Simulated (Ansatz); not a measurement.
Correlation energies of AlB₂H₅OSi, SMILES `B[O][Al]1[BH][SiH2]1` by basis set

Cartesian coordinates in Å:
```
B -1.7318 0.1657 -2.0752
O -0.9703 0.7606 -1.1425
Al 0.1055 0.7158 0.1554
B 1.3572 0.9809 1.6815
Si 1.3325 -0.8708 1.5617
H -2.3706 0.8525 -2.8259
H -1.7648 -1.0364 -2.1469
H 1.8712 1.8188 2.3416
H 1.8007 -2.1925 2.0640
H 0.3704 -1.1945 0.3862
```

The species carries charge 0 and has multiplicity 1. All single points use the PBE0-D4/def2-TZVP geometry. It is one conformer, not always the lowest. Frozen core, restricted reference, Ansatz 0.2.0. CBS rows extrapolate triple and quadruple zeta; past MP2 they add the triple-zeta difference.

| basis | HF (Eh) | MP2 corr. | CCSD corr. | (T) | CCSD(T) total |
| --- | --- | --- | --- | --- | --- |
| def2-SVP | -657.72863 | -0.51529 | -0.56452 | -0.02032 | -658.31347 |
| def2-TZVPP | -658.06486 | -0.63739 | -0.68022 | -0.03119 | -658.77627 |
| def2-QZVPP | -658.08635 | -0.68282 | – | – | – |
| CBS(def2) | -658.08931 | -0.71648 | -0.75930 | as TZ | -658.87980 |
